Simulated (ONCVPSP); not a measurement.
**calcium (Ca): variants of one ONCV potential**

Base potential:

ONCVPSP 4.0.1 input, shortened (lines: element, Z, core and valence counts, functional; n l f; lmax; l rc ep ncon nbas qcut; lloc lpopt rc5 dvloc0; l nproj debl; icmod fcfact rcfact), PBE, scalar-relativistic:

```
  Ca 20.00    3    2        4      upf
    1    0    2.00
    2    0    2.00
    2    1    6.00
    3    0    2.00
    3    1    6.00
    2
    0    1.85    0.00    4    8    6.30
    1    1.85    0.00    3    6    7.60
    2    1.70    0.21    4    9    6.30
    2    5    1.70    0.00
    0    2    3.00
    1    2    0.50
    2    0    3.10
    0    0.00    0.00
```

In the p channel the program set the typed energies aside and used -1.582, 0.250 Ha. In the d channel the program set the typed energies aside and used -0.586 Ha.

Cutoffs, loose and tight: the cutoffs (Ha) at which the residual kinetic energy of the hardest occupied pseudo-wave falls to 1 and 0.1 mHa per electron. They do not see the model core or the augmentation charge, which bear on the density cutoff. Test errors are all-electron minus pseudo excitation energies from the reference, over the configurations 3s2 3p6 4s2; 3s2 3p6 4s1; 3s2 3p6 4s1.5; 3s2 3p6 3d1. A dash means not determined; rows that change the core or the reference have their own tests.

4 further variants are left out, since the program set their typed debl aside.

| change | outcome | cutoff, loose | cutoff, tight | bound ghosts | GHOST(+) flags above zero | largest test error (meV) |
| --- | --- | --- | --- | --- | --- | --- |
| base | generated, projector energies reset by the program | 15 Ha | 18 Ha | none | s | -35 |
| p: debl 2.15 | generated, projector energies reset by the program | 15 Ha | 18 Ha | none | s | -35 |
| p: debl 3.3 | generated, projector energies reset by the program | 15 Ha | 18 Ha | none | s, p | -35 |
| p: debl 4.7 | generated, projector energies reset by the program | 15 Ha | 18 Ha | none | s, p | -36 |
